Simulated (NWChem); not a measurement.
# C2H5ClSn; SMILES C=[CH][SnH2][Cl]

```xyz
9

Sn    -0.6540    -0.0401     0.0000
Cl     0.9548     1.7218     0.0000
C      0.5531    -1.8168     0.0000
C      1.8952    -1.7453     0.0000
H     -1.6035     0.1668     1.4312
H     -1.6035     0.1668    -1.4312
H      0.0423    -2.7966     0.0000
H      2.5226    -2.6545     0.0000
H      2.4229    -0.7754     0.0000
```
Atoms are numbered in this order, from 1.

Results from NWChem. Medium grid unless said otherwise, to which SCAN and Minnesota functionals are sensitive. Structure relaxed at the PBE-D3(BJ)/def2-SVP level. def2 effective core potentials on Sn; no spin-orbit coupling. Hybrids' shares of exact exchange are those that their runs print; pure functionals count as 0. The functionals differ in more than this share.

```csv
row,share of exact exchange,orbital gap (eV)
PBE/def2-SVP,0.00,5.37
SCAN/def2-SVP,0.00,5.88
TPSSh/def2-SVP,0.10,6.49
B3LYP/def2-SVP,0.20,7.04
PBE0/def2-SVP,0.25,withheld
BHandHLYP/def2-SVP,0.50,9.41
M06-2X/def2-SVP,0.54,9.65
```

Task: Fit a straight line of the last column on the one before it, predict the withheld value, and compare with the run.

Result: 
1. Means of the 6 shown rows: x = 0.223, y = 7.307. Slope Σ(x − x̄)(y − ȳ)/Σ(x − x̄)² = 2.182/0.2923 = 7.464; intercept 5.640.
2. The shown rows scatter about the line by 0.159 (root mean square); the largest residual is -0.27, at PBE/def2-SVP.
3. At x = 0.25 (PBE0/def2-SVP; inside the shown range) the line gives 7.51.
4. The run gives 7.54, +0.03 from the line, 0.2 times the scatter.
